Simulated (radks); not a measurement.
Fractional charge and spin in the 5p shell of neodymium: the spin-up occupation runs from 2 to 3 and the spin-down occupation from 2 to 3; the fullest corner is Nd3+, [Kr] 4d10 4f(up 1.5, down 1.5) 5s2 5p(up 3, down 3). Calculated with a radial shooting solver on a logarithmic mesh with Libxc functionals: scalar-relativistic Kohn-Sham, r2SCAN, spin-polarised, spherical densities, finite nucleus; meta-GGA in the generalised Kohn-Sham scheme; Fermi nuclear charge, rms radius of each element as measured or else 0.836 A^(1/3) + 0.57 fm. Energy (eV) minus the two flat planes that join the four corners (they meet along the diagonal where the two added fractions sum to one electron); zero is where a piecewise linear energy would lie.

down \ up       2    2.25     2.5    2.75       3
2           0.000  -1.199  -1.597  -1.196   0.000
2.25       -1.199  -1.513  -1.034   0.233  -1.144
2.5        -1.597  -1.034   0.311  -0.994  -1.522
2.75       -1.196   0.233  -0.994  -1.450  -1.140
3           0.000  -1.144  -1.522  -1.140   0.000

Corners above the fullest one (they belong to Nd4+ and the next ion): (up 3, down 2) 54.755 eV, (up 2, down 3) 54.755 eV, (up 2, down 2) 123.23 eV. With half an added electron in each spin the energy lies 0.311 eV from the planes, and with half an added electron in spin up alone -1.597 eV. The planes are only a guide here: the flat-plane condition holds for ground states with one frontier orbital, while this shell lies below other occupied shells, so the corners above the fullest one are inner-hole states and not the ground states of those ions.
